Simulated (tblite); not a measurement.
Question: Write Cartesian coordinates for InChI=1S/C8H5F3O/c9-4-1-2-5-6(3-4)7(5)12-8(10)11/h1-3,7-8H/t7-/m1/s1 as optimised with GFN2-xTB.

Answer: 
```
atom  x, y, z in Å
F1     3.093    0.328   -2.007
C2     2.178    0.211   -1.027
C3     2.505    0.724    0.221
C4     1.615    0.661    1.304
C5     0.456    0.016    0.992
C6     0.149   -0.489   -0.253
C7     0.960   -0.412   -1.344
C8    -0.878   -0.601    0.818
O9    -2.004    0.257    0.806
C10   -2.994   -0.131   -0.022
F11   -2.735    0.206   -1.314
F12   -4.115    0.518    0.314
H13    3.469    1.194    0.338
H14    1.857    1.088    2.264
H15    0.745   -0.763   -2.340
H16   -1.109   -1.574    1.254
H17   -3.198   -1.222   -0.013
```

Any rigid rotation of these coordinates is as good. Atoms count from 1 in this order. Of the pairs four or more bonds apart, C6···F11 is among the closest relative to their van der Waals radii: 3.15 Å, 99 % of the sum of Bondi's values. O9 (ether oxygen) is bent (angle 114.5°). The C–F distances run from 1.338 Å (C10–F12, drawn single) to 1.360 Å (C10–F11, drawn single), a spread of 0.022 Å. The 6-membered ring C2–C3–C4–C5–C6–C7 has internal angles of 111.1° to 124.8°; it is almost planar, 0.01 Å rms from its mean plane, widest ring torsion 2°.

Bonds between heavy atoms (Å): F1–C2 1.346, C2–C3 1.388, C3–C4 1.402, C4–C5 1.362, C5–C6 1.378, C6–C7 1.362, C6–C8 1.488, C8–O9 1.415, O9–C10 1.348, C10–F11 1.360, C10–F12 1.338, C2–C7 1.404, C5–C8 1.480.

Structure optimised with GFN2-xTB, isolated species.

Point group: C1 (no symmetry element, even within 0.4 Å). Its GFN2-xTB frequencies are all real (lowest 22 cm⁻¹). The numbers are those of one conformer (C6–C8–O9–C10 81°, C8–O9–C10–F11 -80°).

These are computed values.
